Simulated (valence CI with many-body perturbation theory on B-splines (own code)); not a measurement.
Ladder of approximations for Xe5+

Computed by valence CI with perturbative core correlation (CI+MBPT): three valence electrons over a frozen Dirac-Fock core [Kr] 4d10, a basis of 11 s, 11 p, 9 d, 7 f, 5 g, 2 h, 1 i functions for each j, with the one-electron correlation potential Σ1 (screened to all orders), the two-electron term Σ2, the three-electron term Σ3, Breit, model QED; selected single and double excitations, second order for the rest, scaled by the run's own slope (own B-spline code, finite nucleus).

Set against measurement, 16 paired levels are off by 304 cm⁻¹ on average, the worst by 782. These come from a selection out of Saloman, J. Phys. Chem. Ref. Data 33, 765 (2004). Levels without a partner in it may be off by more, other configurations by several thousand cm⁻¹.

Each rung adds one term. CI alone is the Dirac-Coulomb CI over the frozen core; QED comes last and gives the full result, which names the levels. Energies are above 5s2 5p 2P°_1/2 on the same rung, in eV.

Names give the largest LS component (configuration and term), which can be under half, so a name can repeat, a term be missing and a line seem to break the LS rules; names also repeat where a configuration has a term twice. Letters in brackets count levels of one name in rising energy.

| Level | CI alone |
| --- | --- |
| 5s2 5p 2P°_3/2 | 1.846 |
| 5s 5p2 4P_1/2 | 10.745 |
| 5s 5p2 4P_3/2 | 11.636 |
| 5s 5p2 4P_5/2 | 12.491 |
| 5s 5p2 2D_3/2 | 14.944 |
| 5s 5p2 2D_5/2 | 15.396 |
| 5s 5p2 2P_1/2 | 17.827 |
| 5s 5p2 2S_1/2 | 19.696 |
| 5s 5p2 2P_3/2 | 20.216 |
| 5s2 5d 2D_3/2 | 22.336 |
| 5s2 5d 2D_5/2 | 22.571 |
| 4f 5s2 2F°_5/2 | 24.073 |
| 4f 5s2 2F°_7/2 | 24.086 |
| 5s2 6s 2S_1/2 | 27.230 |
| 5p3 4S°_3/2 [a] | 28.197 |
| 5p3 4S°_3/2 [b] | 29.352 |

Q: What do these energies become with core correlation, Breit and QED?

A: 5s2 5p 2P°_3/2 1.935 (+0.0891); 5s 5p2 4P_1/2 11.447 (+0.7022); 5s 5p2 4P_3/2 12.412 (+0.7756); 5s 5p2 4P_5/2 13.262 (+0.7705); 5s 5p2 2D_3/2 15.472 (+0.5273); 5s 5p2 2D_5/2 16.009 (+0.6130); 5s 5p2 2P_1/2 17.625 (-0.2021); 5s 5p2 2S_1/2 19.612 (-0.0841); 5s 5p2 2P_3/2 19.785 (-0.4301); 5s2 5d 2D_3/2 22.412 (+0.0764); 5s2 5d 2D_5/2 22.672 (+0.1011); 4f 5s2 2F°_5/2 22.948 (-1.1246); 4f 5s2 2F°_7/2 22.989 (-1.0966); 5s2 6s 2S_1/2 27.805 (+0.5742); 5p3 4S°_3/2 [a] 28.845 (+0.6483); 5p3 4S°_3/2 [b] 29.784 (+0.4323).

Q: How does the ionisation energy move along the ladder, and which term matters most?

A: CI alone 65.853, + Σ1 67.212, + Σ2 66.767, + Σ3 66.753, + Breit 66.700, + QED 66.707 eV. The largest step is Σ1, 1.359 eV. NIST lists 66.703 ± 0.007 eV (measured).
